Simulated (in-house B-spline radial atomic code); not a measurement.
A fraction x of an electron is removed from 3p in Ge VI (Ge5+), starting from [Ar] 3d9 and keeping the highest spin. All numbers are computed (scalar-relativistic (X2C) TPSS, spin-polarised, spherical fractional occupations; Fermi nucleus of rms radius 4.0742 fm) with a radial B-spline atomic code at the basis-set limit, not measured.

```csv
x,E(x) - E(0) (eV),3p down level (eV)
0,0.0000,-191.614
0.23,44.8088,-198.041
0.34,66.7637,-201.141
0.45,89.0605,-204.258
0.5,99.3089,-205.680
0.51,?,?
0.74,149.4951,-212.551
0.82,?,?
0.93,190.4008,-218.043
1,205.7350,-220.077
```

**Question.** What belongs in the row x = 0.51?

**Answer.** An energy change of 101.3671 eV; 3p down at -205.965 eV.

**Question.** What belongs in the row x = 0.82?

**Answer.** An energy change of 166.5915 eV; 3p down at -214.858 eV.

**Question.** Check Janak's theorem between x = 0.23 and 0.34.

**Answer.** The slope of the energy is 199.59 eV; the orbital levels give 199.59 eV (-ε of the emptying orbital, averaged over the two points).
